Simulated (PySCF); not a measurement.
Species: (LiCl)4 cube, Li4Cl4.
Bonds: Li1–Cl2, Li1–Cl4, Li1–Cl6, Cl2–Li3, Cl2–Li7, Li3–Cl4, Li3–Cl8, Cl4–Li5, Li5–Cl6, Li5–Cl8, Cl6–Li7, Li7–Cl8.

Computed, not measured: PBE0-D3(BJ)/def2-SVP geometry optimisation, gas phase (PySCF 2.14.0).

What internal coordinates does the optimisation give?

```json
{"bond": "Li1–Cl2 and 7 like bonds", "length (Å)": "2.313"}
{"bond": "Li1–Cl4 and 3 like bonds", "length (Å)": "2.319"}
```

Bonds in one row agree within 0.01 Å and their mean is given. A selection of angles:
```json
{"angle": "Cl2–Li1–Cl4", "degrees": "101.9"}
{"angle": "Li1–Cl2–Li3", "degrees": "76.8"}
```

Dihedral angles: Cl4–Li1–Cl2–Li3 -13° (synperiplanar); Cl2–Li1–Cl4–Li3 13° (synperiplanar); Cl2–Li1–Cl6–Li5 -92° (anticlinal); Li1–Cl2–Li3–Cl4 13° (synperiplanar); Li1–Cl2–Li7–Cl6 -13° (synperiplanar); Cl2–Li3–Cl4–Li1 -13° (synperiplanar); Cl2–Li3–Cl8–Li5 92° (anticlinal); Li1–Cl4–Li5–Cl6 13° (synperiplanar); Cl4–Li5–Cl6–Li1 -13° (synperiplanar); Cl4–Li5–Cl8–Li3 13° (synperiplanar); Li1–Cl6–Li7–Cl2 13° (synperiplanar); Cl2–Li7–Cl8–Li3 -12° (synperiplanar).

Li1 (lithium bonded to 3 Cl) is pyramidal (angles 101.9°, 101.9° and 101.8°, sum 305.6°, 1.03 Å off the plane of its three neighbours). Cl2 (chlorine bonded to 3 Li) is pyramidal (angles 77.0°, 76.8° and 76.8°, sum 230.6°, 1.61 Å off the plane of its three neighbours).

No frequency check. One conformer, not necessarily the lowest.
